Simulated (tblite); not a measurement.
Run record: tight-binding relaxation, `C(C(=C=C=C)[CH2][GeH3])C=C`.

Computed with GFN2-xTB geometry optimisation, gas phase (tblite 0.8.0). Start geometry: from a force field or distance geometry. The input is one job of a driver script: a line of settings, then coordinates in Å.

Command:
```bash
OMP_NUM_THREADS=1 python probes_run.py task.json out
```

Input:
```
{"job": {"kind": "relax", "xc": "GFN2-xTB", "basis": "xTB"}, "charge": 0, "multiplicity": 1}
C      3.615200    -2.303300    -0.215600
C      2.520800    -1.565300    -0.172600
C      1.448800    -0.863900    -0.116600
C      0.329400    -0.151000    -0.091600
C      0.279800     1.080200    -0.858500
Ge    -0.044000     2.667100     0.189100
C     -0.778600    -0.662100     0.734100
C     -2.013900    -0.933300    -0.021100
C     -3.179700    -0.340100     0.219700
H      3.789100    -3.016300     0.573400
H      4.302100    -2.183800    -1.045400
H     -0.530900     1.052000    -1.649800
H      1.234500     1.186200    -1.401100
H      1.374200     3.303800     0.463500
H     -0.665700     2.409700     1.571600
H     -0.885800     3.674600    -0.623200
H     -0.456200    -1.595500     1.219400
H     -1.049900     0.143700     1.451100
H     -1.953600    -1.674200    -0.823000
H     -4.016300    -0.620900    -0.403900
H     -3.328300     0.409400     0.999800
```

Output:
```
step      E/eV     max force
  0    -680.52177    2.125
  1    -680.69600    2.650
  2    -680.72687    2.214
  3    -680.79597    0.470
  4    -680.82411    0.419
  5    -680.85458    0.680
  6    -680.88156    0.453
  7    -680.90432    0.262
  8    -680.91458    0.263
  9    -680.92629    0.345
... (141 lines left out)
151    -681.05865    0.016
152    -681.05870    0.016
153    -681.05876    0.017
154    -681.05882    0.016
155    -681.05887    0.014
156    -681.05891    0.015
157    -681.05894    0.012
158    -681.05897    0.012
159    -681.05899    0.011
160    -681.05900    0.007
```

«max force» is the largest atomic force in eV/Å.

**Question.** From which step on does the largest force stay under 0.1 eV/Å, and how much energy is left to gain from there?

**Answer.** From step 69 (0.078 eV/Å), 11.0 meV above the end.

Summary of the converged run: energy lowered by 12.4 kcal/mol over 160 steps; largest atomic force 0.007 eV/Å at the end.

**Question.** Where do the atoms end?

**Answer.** 0.419 Å rms from the input after alignment:
```
atom  x, y, z in Å
C1     3.6424   -2.1914   -0.3310
C2     2.5227   -1.5196   -0.2447
C3     1.4467   -0.8752   -0.1588
C4     0.3175   -0.2043   -0.0732
C5     0.0638    1.0252   -0.8777
Ge6    0.0782    2.6726    0.2307
C7    -0.7832   -0.6360    0.8640
C8    -1.9975   -1.0473    0.0893
C9    -3.1268   -0.3650    0.0595
H10    3.8173   -3.0740    0.2632
H11    4.4307   -1.8879   -1.0010
H12   -0.9124    0.9537   -1.3638
H13    0.8240    1.1309   -1.6536
H14    1.2783    2.7161    1.1207
H15   -1.1293    2.7910    1.1090
H16    0.1000    3.8904   -0.6397
H17   -0.4335   -1.4721    1.4741
H18   -1.0330    0.2056    1.5201
H19   -1.8851   -1.9529   -0.4934
H20   -3.9738   -0.6844   -0.5241
H21   -3.2561    0.5417    0.6300
```

**Question.** Estimate the wall time. Hardware: one thread of an Intel Xeon, no GPU (shared host).

**Answer.** About 2.3 s.
Labels such as C1 count atoms from 1, the log's own numbers from 0.
